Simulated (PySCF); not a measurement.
Results of a calculation; reference values are marked as such.
## B2Cl4O

B2Cl4O is a molecule drawn as a unit of a network glass or zeolite (built as: B3 B3, Cl ends, O bridges), neutral, singlet. The structure, one conformer, was relaxed in the gas phase by PBE0-D3(BJ)/def2-SVP. No frequency run checks that it is a minimum.

SMILES: ClB(Cl)OB(Cl)Cl

```xyz
7

Cl   -1.545    1.539    1.497
B    -1.029   -0.007    0.860
Cl   -1.866   -1.476    1.312
O     0.010   -0.066    0.026
B     1.036   -0.128   -0.822
Cl    2.662   -0.329   -0.207
Cl    0.749   -0.007   -2.544
```
Atoms count from 1 in this order.

Shieldings: GIAO PBE0/pcSseg-2.  Core levels by delta-SCF with SCAN, pcX-2 on the ionised atom and pcseg-1 elsewhere, spin-free X2C (2p3/2 is the spin-free 2p value less a third of a first-order spin-orbit splitting); from the vacuum level, for chosen atoms.

(1) Give the NMR and core-level values of the distinct atoms.

(2) By CAM-B3LYP/def2-SVPD (TDDFT singlets, Tamm-Dancoff triplets, ionisation by delta-SCF), where does absorption start, and what does vertical ionisation take?

Answers

(1) 
| atoms | bonded to | σ (ppm) | δ (ppm) | core level (eV) |
| --- | --- | --- | --- | --- |
| Cl1 Cl3 Cl6 Cl7 | 1 B | 755.1 | - | 2p3/2 206.96 |
| B2 B5 | 2 Cl + 1 O | 68.9 | - | 1s 200.03 |
| O4 | 2 B | 70.9 | - | 1s 540.36 |

Values are those of this one static structure; atoms that internal rotation interchanges would show their mean in an NMR spectrum.

The core-hole state of B5 is spin-contaminated (⟨S²⟩ 0.81 against 0.75 for a pure doublet), so that value and differences from it are less sure.

(2) The first singlet with intensity lies at 7.68 eV (f 0.004); what lies below it is dark. The lowest singlet lies at 6.74 eV (f 0.000), the strongest of the first 6 at 7.76 eV (f 0.137), the lowest triplet at 6.58 eV; vertical ionisation takes 11.64 eV.
